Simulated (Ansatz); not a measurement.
Which is lower?

Two relaxed structures of B₂H₂Se, singlet (PBE0-D4/def2-TZVP; forces vanish, vibrations not checked).

A:

B1  (-0.673, -0.180, -0.437)
B2  (0.529, 0.549, 0.308)
Se3  (0.537, -1.379, 0.483)
H4  (-1.648, -0.374, -1.076)
H5  (1.255, 1.385, 0.723)
(Å)

B:

```json
{"atom": "B1", "x (Å)": "0.5959", "y (Å)": "-0.4457", "z (Å)": "0.3992"}
{"atom": "B2", "x (Å)": "0.6131", "y (Å)": "1.0646", "z (Å)": "0.3133"}
{"atom": "Se3", "x (Å)": "0.7916", "y (Å)": "-2.2704", "z (Å)": "0.3076"}
{"atom": "H4", "x (Å)": "-0.2528", "y (Å)": "-2.7051", "z (Å)": "1.2701"}
{"atom": "H5", "x (Å)": "0.5904", "y (Å)": "2.2403", "z (Å)": "0.2793"}
```

Ansatz 0.2.0; basis: def2-TZVPP; cores frozen in the correlated methods. Filled d shells of the heavier atoms are correlated. The def2 sets are not built for correlating such inner shells, so the correlated values are less sure here. B3LYP uses VWN-RPA correlation.

Problem. Which structure is lower at CCSD(T), and by how much? (To be estimated.)

Solution. By the calculation: A, by 267.8 kJ/mol (electronic energy, against the other). By their contacts, A is B₂H₂Se ([BH]1[BH][Se]1) and B is B₂H₂Se ([BH][B][SeH]).

All methods give the same order:

| method | E(B) − E(A) (kJ/mol) |
| --- | --- |
| PBE-D4 | 265.0 |
| r2SCAN-D4 | 273.7 |
| PBE0-D4 | 274.6 |
| B3LYP-D4 | 256.6 |
| wB97M-V | 270.1 |
| HF | 254.2 |
| MP2 | 296.4 |
| CCSD | 264.5 |
| CCSD(T) | 267.8 |

No T1 diagnostic of these runs exceeds 0.018. The restricted Hartree–Fock reference is unstable towards an unrestricted one at one or more of these structures.

Labels in which every atom is bracketed show which atoms are joined, not bond orders.

For scale, one of the runs: CCSD(T)/def2-TZVPP, 138 basis functions, launched by `ansatz run in.yaml --threads 2 --pin off --events-out ev --progress --plain --max-ram 4352MiB`. The run took 7 s on 2 CPU threads of an AMD EPYC 9B45 (shared host), with 0.79 GiB of host memory at its peak.
